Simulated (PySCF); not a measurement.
**KB: from constants to spectrum**

UHF-CCSD(T) constants of KB, ³Π (triplet), unpaired electrons σ ↑, π ↑ (PySCF, no relativity, basis sets K def2-SVPD, B def2-SVPD; masses 38.9637 and 11.0093 u):

```
ωe              : 268.2 cm⁻¹
ωexe            : 2.48 cm⁻¹
Be              : 0.23065 cm⁻¹
αe              : 0.00258 cm⁻¹
D (centrifugal) : 6.82e-07 cm⁻¹
De to K + B     : 0.67 eV
```

**Question.** Give the vibrational terms G(v) and spacings up to v = 6.

**Answer.** G(v) = ωe(v+½) − ωexe(v+½)².

```tsv
v	G(v) (cm⁻¹)	G(v) − G(v−1)	Bv (cm⁻¹)
0	133.5		0.2294
1	396.7	263.2	0.2268
2	655.0	258.3	0.2242
3	908.3	253.3	0.2216
4	1156.7	248.4	0.2190
5	1400.1	243.4	0.2165
6	1638.5	238.4	0.2139
```

**Question.** How well does the Morse estimate ωe²/(4ωexe) reproduce De, and what is D0?

**Answer.** It gives 0.90 eV, 134 % of the computed De. D0 = De − G(0) = 0.67 − 0.02 = 0.65 eV.

Correlated steps freeze 6 core orbitals. Correlated levels converge slowly with the basis: in double zeta they bind strong bonds too weakly, by up to about 1 eV, and carry superposition errors of some tenths. The state was picked by a PBE0 search and need not be the measured ground state.
